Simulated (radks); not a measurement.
Spherical quantum dot in the effective-mass picture: electrons in a parabolic well V = omega^2 r^2 / 2 with omega = 0.0904, all in effective atomic units (hartree* = m*/eps^2 hartree, bohr* = eps/m* bohr), one dielectric constant everywhere. Calculated with a radial shooting solver with Libxc functionals: non-relativistic Kohn-Sham, PBEsol, spin-polarised, spherical densities. Levels are named by radial order and angular momentum (1s, 1p, 1d, 2s, ...), and open shells are averaged over m. Results are scaled to m* = 0.051 and eps = 11.9, for which hartree* = 9.8 meV and bohr* = 12.35 nm. Each electron was tried in the lowest free levels, single moves between levels near the top were tried too, and the lowest total energy was kept; such a search can miss a lower state. The series stops at N = 6: beyond it a trial failed or the search could not be trusted, so later rows were left out. At N = 1 the Hartree and exchange-correlation terms need not cancel, so that row can carry a self-interaction error.

N,open shells,2S,E (meV),mu = E(N) - E(N-1) (meV),addition energy mu(N+1) - mu(N) (meV),e(HOMO) (meV),rms radius (nm)
1,"1s(up 1, down 0)",1,1.33530,1.3353,1.868,2.1446,50.84
2,none,0,4.53850,3.2032,1.857,3.8782,60.10
3,"1p(up 1, down 0)",1,9.59877,5.0603,1.154,5.6388,69.76
4,"1p(up 2, down 0)",2,15.8129,6.2142,1.123,6.7830,76.30
5,"1p(up 3, down 0)",3,23.1496,7.3367,1.298,7.8824,81.60
6,"1p(up 3, down 1)",2,31.7839,8.6343,-,9.1147,86.54

All shells are closed at N = 2 (there: 1s2); the second difference of the energy has clear peaks (12 % above both neighbours; the first and last values, which can be the largest, are not judged, and half-filled shells can peak too) at N = none.
